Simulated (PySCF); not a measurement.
B3LYP has the VWN-RPA correlation part, as in Gaussian. Delta-SCF ions had no search for a lower state. Excitations are Tamm–Dancoff values on a coarser integration grid. The basis has no diffuse functions, so Rydberg states are missing or too high.

**H$_{6}$BN$_{3}$, SMILES `NB(N)N` (charge 0, multiplicity 1)**

These are B3LYP-D3(BJ)/def2-TZVP (PySCF) values and carry that method's errors.

```yaml
HOMO: -6.29 eV
dipole_moment: 0.02 D
HOMO–LUMO gap: 6.81 eV
LUMO: 0.52 eV
S1 excitation (TDA): 5.76 eV
S1 oscillator strength: 0.000
brightest of the four lowest singlets (TDA): 6.86 eV
T1 excitation (TDA): 5.50 eV
S1–T1 gap (TDA): 0.27 eV
vertical ionisation energy (Delta-SCF): 8.82 eV
total_energy: -192.9434 Ha
cost: around 80 core-seconds (rough)
```

```xyz
10

N     -1.0431    -0.9748     0.0538
B      0.0001    -0.0001     0.0002
N      1.3590    -0.3962     0.1999
N     -0.3146     1.3708    -0.2505
H     -0.8725    -1.9545     0.1856
H     -2.0057    -0.7599    -0.1300
H      2.1157     0.2603     0.2571
H      1.6228    -1.3276     0.4639
H      0.3822     2.0876    -0.3340
H     -1.2439     1.6943    -0.4460
```
